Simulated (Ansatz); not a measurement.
System: CF6Si, net charge 0, singlet state. 
Geometry from a B3LYP-D3(BJ)/def2-TZVP (Ansatz, an electronic-structure program) optimisation:
```
Si
F 1 1.5705
F 1 1.5705 2 109.74
F 1 1.5705 2 109.74 3 120.67
C 1 1.9135 2 109.20 4 119.66
F 5 1.3492 1 111.34 2 -180.00
F 5 1.3492 6 107.54 1 122.22
F 5 1.3492 6 107.54 7 115.55
```

Parts of the frozen-core correlation energy in aug-cc-pV(D+d)Z (Ansatz, hartree). Frozen orbitals: 12; correlated occupied orbitals by spin: 25 and 25; virtual: 156 and 156. Spin-orbit coupling is left out. No relativistic terms.

```csv
term,value
reference (HF),-923.72484
MP2 opposite-spin,___
MP2 same-spin,___
CCSD correlation,-1.45429
(T),___
T1 diagnostic,0.015
largest doubles amplitude,0.015
```

Q: Fill in the missing entries.

A: 
- MP2 opposite-spin, value: -1.04127
- MP2 same-spin, value: -0.40006
- (T), value: -0.03810
